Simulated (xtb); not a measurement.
CaF₂, charge -1, doublet, from a rough starting geometry (GFN-xTB shapes and energies of metal compounds can be far from the true ones) (a state made from the parent by changing its charge; the spin is typed, not shown lowest); GFN2-xTB (xtb).

The xtb input:
```
$ xtb mol.xyz --gfn 2 --chrg -1 --uhf 1 --opt vtight --json

# file mol.xyz
3

Ca     0.07515335    -0.02519565    -0.03441077
F     -0.23209088     1.38770019    -1.22648635
F      0.22166640    -1.43442158     1.23979122
```

**Question.** Predict the main parts of the log of this xtb run.

**Answer.** 
```
   ID    Z sym.   atoms
    1   20 Ca     1
    2    9 F      2, 3

           -------------------------------------------------
          |                Calculation Setup                |
           -------------------------------------------------

           -------------------------------------------------
          |                 G F N 2 - x T B                 |
           -------------------------------------------------

          ...................................................
          :                      SETUP                      :
          :.................................................:
          :  # basis functions                  18          :
          :  # atomic orbitals                  17          :
          :  # shells                            7          :
          :  # electrons                        17          :
          :  max. iterations                   250          :
          :  Hamiltonian                  GFN2-xTB          :
          :  restarted?                      false          :
          :  GBSA solvation                  false          :
          :  PC potential                    false          :
          :  electronic temp.          300.0000000     K    :
          :  accuracy                    1.0000000          :
          :  -> integral cutoff          0.2500000E+02      :
          :  -> integral neglect         0.1000000E-07      :
          :  -> SCF convergence          0.1000000E-05 Eh   :
          :  -> wf. convergence          0.1000000E-03 e    :
          :  Broyden damping             0.4000000          :
          :  net charge                         -1          :
          :  unpaired electrons                  1          :
          ...................................................

 iter      E             dE          RMSdq      gap      omega  full diag
   1     -9.6008301 -0.960083E+01  0.106E+01    1.95       0.0  T
   2    -10.2216005 -0.620770E+00  0.489E+00    5.80       1.0  T
   3    -10.2480897 -0.264892E-01  0.689E+00    5.62       1.0  T
   4    -10.2456930  0.239669E-02  0.691E+00    5.62       1.0  T
   5    -10.2579763 -0.122833E-01  0.854E-01    5.94       1.0  T
   6    -10.2579770 -0.773185E-06  0.129E-01    5.87       1.0  T
   7    -10.2579832 -0.614506E-05  0.868E-02    5.87       1.0  T
   8    -10.2579917 -0.850537E-05  0.129E-02    5.87       4.5  T
   9    -10.2579914  0.299617E-06  0.110E-02    5.88       5.3  T
  10    -10.2579917 -0.340155E-06  0.341E-03    5.88      16.9  T
  11    -10.2579917 -0.100248E-07  0.121E-03    5.88      47.7  T
  12    -10.2579917 -0.982325E-12  0.441E-04    5.88     130.9  T
  13    -10.2579917 -0.141203E-10  0.123E-04    5.88     467.8  T

   *** convergence criteria satisfied after 13 iterations ***

         :::::::::::::::::::::::::::::::::::::::::::::::::::::
         ::                     SUMMARY                     ::
         :::::::::::::::::::::::::::::::::::::::::::::::::::::
         :: total energy             -10.248031577821 Eh    ::
         :: gradient norm              0.005169649195 Eh/a0 ::
         :: HOMO-LUMO gap              5.878013900978 eV    ::
         ::.................................................::
         :: SCC energy               -10.257991751576 Eh    ::
         :: -> isotropic ES            0.274580980814 Eh    ::
         :: -> anisotropic ES          0.007501969245 Eh    ::
         :: -> anisotropic XC          0.000648973975 Eh    ::
         :: -> dispersion             -0.000953184401 Eh    ::
         :: repulsion energy           0.009960173755 Eh    ::
         :: add. restraining           0.000000000000 Eh    ::
         :: total charge              -1.000000000000 e     ::
         :::::::::::::::::::::::::::::::::::::::::::::::::::::

      -----------------------------------------------------------
     |                   =====================                   |
     |                        A N C O P T                        |
     |                   =====================                   |
     |               Approximate Normal Coordinate               |
     |                Rational Function Optimizer                |
      -----------------------------------------------------------
      -----------------------------------------------------------
     |                   =====================                   |
     |                        A N C O P T                        |
     |                   =====================                   |
     |               Approximate Normal Coordinate               |
     |                Rational Function Optimizer                |
      -----------------------------------------------------------

          ...................................................
          :                      SETUP                      :
          :.................................................:
          :   optimization level         verytight          :
          :   max. optcycles                   200          :
          :   ANC micro-cycles                  20          :
          :   degrees of freedom                 3          :
          :.................................................:
          :   RF solver                   davidson          :
          :   write xtbopt.log                true          :
          :   linear?                        false          :
          :   energy convergence         0.1000000E-06 Eh   :
          :   grad. convergence          0.2000000E-03 Eh/α :
          :   maxmium RF displ.          1.0000000          :
          :   Hlow (freq-cutoff)         0.1000000E-01      :
          :   Hmax (freq-cutoff)         5.0000000          :
          :   S6 in model hess.         20.0000000          :
          ...................................................

generating ANC from exact Hessian ...
Using Lindh-Hessian (1995)
 Shifting diagonal of input Hessian by    0.0000000000000000
[...]
 * total energy  :   -10.2480316 Eh     change       -0.1682032E-10 Eh
 * total energy  :   -10.2480663 Eh     change       -0.3476989E-04 Eh
 * total energy  :   -10.2481230 Eh     change       -0.5666720E-04 Eh
 * total energy  :   -10.2481255 Eh     change       -0.2476604E-05 Eh
 * total energy  :   -10.2481296 Eh     change       -0.4109360E-05 Eh
 * total energy  :   -10.2481303 Eh     change       -0.6530787E-06 Eh
 * total energy  :   -10.2481303 Eh     change       -0.8047347E-07 Eh
   *** GEOMETRY OPTIMIZATION CONVERGED AFTER 7 ITERATIONS ***
[...]
          :  # electrons                        17          :
          :  max. iterations                   250          :
          :  Hamiltonian                  GFN2-xTB          :
          :  restarted?                      false          :
          :  GBSA solvation                  false          :
          :  PC potential                    false          :
          :  electronic temp.          300.0000000     K    :
          :  accuracy                    1.0000000          :
          :  -> integral cutoff          0.2500000E+02      :
          :  -> integral neglect         0.1000000E-07      :
          :  -> SCF convergence          0.1000000E-05 Eh   :
          :  -> wf. convergence          0.1000000E-03 e    :
          :  Broyden damping             0.4000000          :
          :  net charge                         -1          :
          :  unpaired electrons                  1          :
          ...................................................

 iter      E             dE          RMSdq      gap      omega  full diag
   1    -10.2582955 -0.102583E+02  0.834E-05    5.90       0.0  T
   2    -10.2582955 -0.101252E-12  0.579E-05    5.90     997.7  T
   3    -10.2582955 -0.124345E-13  0.131E-05    5.90    4415.1  T

   *** convergence criteria satisfied after 3 iterations ***

         :::::::::::::::::::::::::::::::::::::::::::::::::::::
         ::                     SUMMARY                     ::
         :::::::::::::::::::::::::::::::::::::::::::::::::::::
         :: total energy             -10.248130334448 Eh    ::
         :: gradient norm              0.000025620159 Eh/a0 ::
         :: HOMO-LUMO gap              5.896338672583 eV    ::
         ::.................................................::
         :: SCC energy               -10.258295537574 Eh    ::
         :: -> isotropic ES            0.274572916673 Eh    ::
         :: -> anisotropic ES          0.007576184843 Eh    ::
         :: -> anisotropic XC          0.000659701531 Eh    ::
         :: -> dispersion             -0.000953426584 Eh    ::
         :: repulsion energy           0.010165203126 Eh    ::
         :: add. restraining           0.000000000000 Eh    ::
         :: total charge              -1.000000000000 e     ::
         :::::::::::::::::::::::::::::::::::::::::::::::::::::

           -------------------------------------------------
          |                Property Printout                |
           -------------------------------------------------

    * Orbital Energies and Occupations

         #    Occupation            Energy/Eh            Energy/eV
      -------------------------------------------------------------
         1        2.0000           -0.4810412             -13.0898
         2        2.0000           -0.4752992             -12.9335
         3        2.0000           -0.1987680              -5.4088
         4        2.0000           -0.1944827              -5.2921
         5        2.0000           -0.1944827              -5.2921
         6        2.0000           -0.1926602              -5.2426
         7        2.0000           -0.1926602              -5.2426
         8        2.0000           -0.1886789              -5.1342
         9        1.0000           -0.0530884              -1.4446 (HOMO)
        10                          0.1635981               4.4517 (LUMO)
        11                          0.1635981               4.4517
        12                          0.2245083               6.1092
        13                          0.2245083               6.1092
        14                          0.2920522               7.9471
        15                          0.2920522               7.9471
        16                          0.5175725              14.0839
        17                          0.9760214              26.5589
      -------------------------------------------------------------
                  HL-Gap            0.2166865 Eh            5.8963 eV
             Fermi-level           -0.0328144 Eh           -0.8929 eV

     #   Z          covCN         q      C6AA      α(0)
     1  20 Ca       1.212     0.301   556.779    85.479
     2   9 F        0.606    -0.650    17.169     4.888
     3   9 F        0.606    -0.650    17.169     4.888

 Mol. C6AA /au·bohr⁶  :        882.825889
 Mol. C8AA /au·bohr⁸  :      97862.847532
 Mol. α(0) /au        :         95.253790

Wiberg/Mayer (AO) data.
largest (>0.10) Wiberg bond orders for each atom

 ---------------------------------------------------------------------------
     #   Z sym  total        # sym  WBO       # sym  WBO       # sym  WBO
 ---------------------------------------------------------------------------
     1  20 Ca   1.266 --     2 F    0.633     3 F    0.633
     2   9 F    0.647 --     1 Ca   0.633
     3   9 F    0.647 --     1 Ca   0.633
 ---------------------------------------------------------------------------

Topologies differ in total number of bonds
Writing topology from bond orders to xtbtopo.mol

molecular dipole:
                 x           y           z       tot (Debye)
 q only:       -0.040       0.045       0.013
   full:       -0.040       0.045       0.013       0.158
molecular quadrupole (traceless):
                xx          xy          yy          xz          yz          zz
 q only:        7.903       2.230      -5.589      -1.945      12.102      -2.314
  q+dip:        8.030       2.266      -5.679      -1.977      12.297      -2.351
   full:        9.094       2.565      -6.431      -2.239      13.926      -2.663

optimized geometry written to: xtbopt.xyz

           -------------------------------------------------
          | TOTAL ENERGY              -10.248130334448 Eh   |
          | GRADIENT NORM               0.000025620159 Eh/α |
          | HOMO-LUMO GAP               5.896338672583 eV   |
           -------------------------------------------------

normal termination of xtb
```
